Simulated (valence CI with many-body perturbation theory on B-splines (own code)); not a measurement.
# Er⁶²⁺: calculated level list

Computed by valence CI with perturbative core correlation (CI+MBPT): four valence electrons over a frozen Dirac-Fock core [He], radial functions for each j: 11 s, 11 p, 9 d, 7 f, 5 g, 2 h, 1 i, with the one-electron correlation potential Σ1, the two-electron term Σ2, the three-electron term Σ3, Breit, model QED; selected CI, second order for the rest (own B-spline code, finite nucleus).

The last digits are not significant, and no measured levels were compared; by estimate large intervals hold to a few tenths of a per cent, small ones and those within an open d or f shell to about a per cent. Among the levels kept, up to 270 cm⁻¹ of a level comes from second order outside the variational space, and about a tenth of that is noise between levels of different J, which matters for small intervals.

Levels 1 to 45 of 112, with energies above the lowest level, (2s^2 2p1/2^2) J=0. "Leading %" is the weight of the configuration and term that name the level; weights of strongly mixed levels are sums over their largest components and can fall short. In the jj column 3d3/2^4 stands for four electrons in 3d with j = 3/2. Lifetimes count E1, E2, E3, M1 and M2 decay at the calculated energies, and are blank where another channel may lead or the interval is too uncertain; long ones can be off by a factor of two.

```
No.  Configuration  Term  J  E (eV)  Leading %  Lifetime    Second component      g                Leading jj
  1        2s2 2p2    3P  0     0.0         69               31 % 2s2 2p2 1S             2s^2 2p1/2^2 (100 %)
  2        2s2 2p2    3P  1   955.0        100    184 ps                      1.473  2s^2 2p1/2 2p3/2 (100 %)
  3        2s2 2p2    1D  2   972.8         65   50.4 ns     35 % 2s2 2p2 3P  1.143  2s^2 2p1/2 2p3/2 (100 %)
  4         2s 2p3   3P°  2  1218.6         48   37.7 ps     27 % 2s 2p3 5S°  1.508  2s 2p1/2^2 2p3/2 (100 %)
  5         2s 2p3   3D°  1  1297.8         32    176 fs     30 % 2s 2p3 1P°  1.109  2s 2p1/2^2 2p3/2 (100 %)
  6        2s2 2p2    3P  2  1947.4         64   41.9 ps     35 % 2s2 2p2 1D  1.295       2s^2 2p3/2^2 (99 %)
  7        2s2 2p2    1S  0  2003.2         68   36.2 ps     31 % 2s2 2p2 3P              2s^2 2p3/2^2 (99 %)
  8         2s 2p3   5S°  2  2147.9         50    777 fs     46 % 2s 2p3 3D°  1.550  2s 2p1/2 2p3/2^2 (100 %)
  9         2s 2p3   3D°  3  2190.3        100    819 fs                      1.300  2s 2p1/2 2p3/2^2 (100 %)
 10         2s 2p3   3P°  0  2244.4        100    222 fs                             2s 2p1/2 2p3/2^2 (100 %)
 11         2s 2p3   3S°  1  2264.9         52    114 fs     43 % 2s 2p3 3D°  1.300  2s 2p1/2 2p3/2^2 (100 %)
 12         2s 2p3   1D°  2  2274.6         74    116 fs     21 % 2s 2p3 3D°  1.052  2s 2p1/2 2p3/2^2 (100 %)
 13         2s 2p3   3P°  1  2278.4         62    189 fs     33 % 2s 2p3 1P°  1.306  2s 2p1/2 2p3/2^2 (100 %)
 14            2p4    3P  2  2554.0         68    122 fs         31 % 2p4 1D  1.312    2p1/2^2 2p3/2^2 (99 %)
 15            2p4    1S  0  2612.9         64    108 fs         36 % 2p4 3P           2p1/2^2 2p3/2^2 (99 %)
 16         2s 2p3   3P°  2  3196.0         51    235 fs     18 % 2s 2p3 5S°  1.432        2s 2p3/2^3 (100 %)
 17         2s 2p3   1P°  1  3273.0         37   92.0 fs     24 % 2s 2p3 3D°  1.165        2s 2p3/2^3 (100 %)
 18            2p4    3P  1  3522.6        100   77.1 fs                      1.474     2p1/2 2p3/2^3 (100 %)
 19            2p4    1D  2  3540.7         68   80.3 fs         32 % 2p4 3P  1.125     2p1/2 2p3/2^3 (100 %)
 20            2p4    3P  0  4540.2         64   58.2 fs         36 % 2p4 1S                  2p3/2^4 (100 %)
 21      2s2 2p 3s   3P°  0  8539.1         99   6.65 fs                                 2s^2 2p1/2 3s (99 %)
 22      2s2 2p 3s   3P°  1  8542.5         67   5.39 fs  33 % 2s2 2p 3s 1P°  1.307     2s^2 2p1/2 3s (100 %)
 23      2s2 2p 3p    3D  1  8617.2         74    454 fs   22 % 2s2 2p 3p 1P  0.639  2s^2 2p1/2 3p1/2 (100 %)
 24      2s2 2p 3p    3P  0  8659.3         67    216 fs   32 % 2s2 2p 3p 1S          2s^2 2p1/2 3p1/2 (99 %)
 25      2s 2p2 3s    5P  1  8777.4         42   6.76 fs   30 % 2s 2p2 3s 3S  2.010      2s 2p1/2^2 3s (98 %)
 26      2s 2p2 3s    3P  0  8812.6         68   7.24 fs   31 % 2s 2p2 3s 1S             2s 2p1/2^2 3s (99 %)
 27      2s 2p2 3p   3P°  1  8863.5         33   2.46 fs  22 % 2s 2p2 3p 5D°  1.354   2s 2p1/2^2 3p1/2 (99 %)
 28      2s 2p2 3p   3P°  0  8864.2         51    221 fs  43 % 2s 2p2 3p 5D°          2s 2p1/2^2 3p1/2 (99 %)
 29      2s2 2p 3p    3D  2  8920.2         52    307 fs   31 % 2s2 2p 3p 1D  1.149  2s^2 2p1/2 3p3/2 (100 %)
 30      2s2 2p 3p    3P  1  8922.0         48    244 fs   30 % 2s2 2p 3p 3S  1.506   2s^2 2p1/2 3p3/2 (98 %)
 31      2s2 2p 3d   3F°  2  8979.6         75   5.32 fs  20 % 2s2 2p 3d 1D°  0.745  2s^2 2p1/2 3d3/2 (100 %)
 32      2s2 2p 3d   3D°  1  9004.8         50    683 as  32 % 2s2 2p 3d 1P°  0.830   2s^2 2p1/2 3d3/2 (99 %)
 33      2s2 2p 3d   3P°  2  9069.1         47    920 as  35 % 2s2 2p 3d 3D°  1.282   2s^2 2p1/2 3d5/2 (98 %)
 34      2s2 2p 3d   3F°  3  9073.0         46    951 as  31 % 2s2 2p 3d 1F°  1.096  2s^2 2p1/2 3d5/2 (100 %)
 35      2s 2p2 3p   3P°  2  9161.9         35   45.8 fs  20 % 2s 2p2 3p 5P°  1.504   2s 2p1/2^2 3p3/2 (98 %)
 36      2s 2p2 3p   3D°  1  9166.8         31   2.56 fs  21 % 2s 2p2 3p 1P°  1.132   2s 2p1/2^2 3p3/2 (99 %)
 37      2s 2p2 3d    3D  1  9220.5         46   6.11 fs   36 % 2s 2p2 3d 5F  0.464   2s 2p1/2^2 3d3/2 (99 %)
 38      2s 2p2 3d    3D  2  9226.3         30   4.82 fs   17 % 2s 2p2 3d 5F  1.121   2s 2p1/2^2 3d3/2 (98 %)
 39      2s 2p2 3d    3D  3  9307.2         37    955 as   18 % 2s 2p2 3d 5D  1.335   2s 2p1/2^2 3d5/2 (99 %)
 40      2s 2p2 3d    3F  2  9323.9         28    985 as   22 % 2s 2p2 3d 1D  1.026   2s 2p1/2^2 3d5/2 (98 %)
 41      2s2 2p 3s   3P°  2  9532.8         98   8.38 fs                      1.474      2s^2 2p3/2 3s (98 %)
 42      2s2 2p 3s   1P°  1  9540.9         66   4.39 fs  32 % 2s2 2p 3s 3P°  1.130      2s^2 2p3/2 3s (98 %)
 43      2s2 2p 3p    3P  1  9626.9         50    177 fs   27 % 2s2 2p 3p 3S  1.454   2s^2 2p3/2 3p1/2 (97 %)
 44      2s2 2p 3p    3D  2  9629.0         46    217 fs   32 % 2s2 2p 3p 1D  1.152   2s^2 2p3/2 3p1/2 (97 %)
 45      2s 2p2 3s    5P  2  9701.9         84   9.80 fs    8 % 2s 2p2 3s 3P  1.728  2s 2p1/2 2p3/2 3s (99 %)
```

The ionisation energy to 2s2 2p 2P°_1/2 of the next ion comes out as 15147 eV (NIST: 15146 ± 15 eV (theoretical)). All 112 levels together are meant to be complete up to 10297.3 eV.
